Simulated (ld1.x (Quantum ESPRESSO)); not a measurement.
barium (Ba): one change to a TM potential, before and after

Ba (Z = 56), norm-conserving Troullier–Martins (Kleinman–Bylander form), made with ld1.x (Quantum ESPRESSO) 7.5 (PBE, scalar-relativistic). Core [Xe], reference 5d0 6s2 6p0. Waves: 6s (bound): rc 3.85 bohr; 6p (bound, empty): rc 3.80 bohr; 5d (bound, empty): rc 4.20 bohr. Local part: all-electron potential smoothed inside 3.65 bohr (lloc = -2). Core correction: none.

Change: local potential all-electron potential smoothed inside 4.66 bohr (lloc = -2).

Cutoffs: the cutoffs (Ry, on a coarse ladder) from which the occupation-weighted sum of valence levels, in a spherical-Bessel basis at the reference potential, stays within 10 and 1 mRy of its value at 400 Ry; they do not see the model core or the augmentation charge, which bear on the density cutoff. Errors are all-electron minus pseudo energies relative to the spin-unpolarised reference configuration.

Task: Predict the effect on cutoff, ghosts and configuration errors.

Result: Both files are so soft that the ladder of cutoffs tells neither apart; of the 7 tests that both files solve, the error grows in 0 and shrinks in 2 by more than 15 % and 0.3 meV (median size 112.2 → 110.1 meV); neither file shows a bound ghost.

| quantity | base | changed |
| --- | --- | --- |
| cutoff, loose | 6 Ry | 6 Ry |
| cutoff, tight | 6 Ry | 6 Ry |
| bound ghosts | none | none |
| error for 5d0 6s1 6p0, meV [ΔE 5.36 eV] | +11 | +5.7 |
| error for 5d0 6s1.5 6p0, meV [ΔE 2.14 eV] | +0.4 | -0.7 |
| error for 5d0 6s1 6p1, meV [ΔE 2.03 eV] | +35 | +29 |
| error for 5d0 6s0 6p1, meV [ΔE 7.96 eV] | +215 | +187 |
| error for 5d0 6s0 6p2, meV [ΔE 4.14 eV] | +162 | +147 |
| error for 5d0.5 6s1.5 6p0, meV [ΔE 0.64 eV] | +112 | +110 |
| error for 5d1 6s0 6p0, meV [ΔE 6.04 eV] | +463 | +452 |
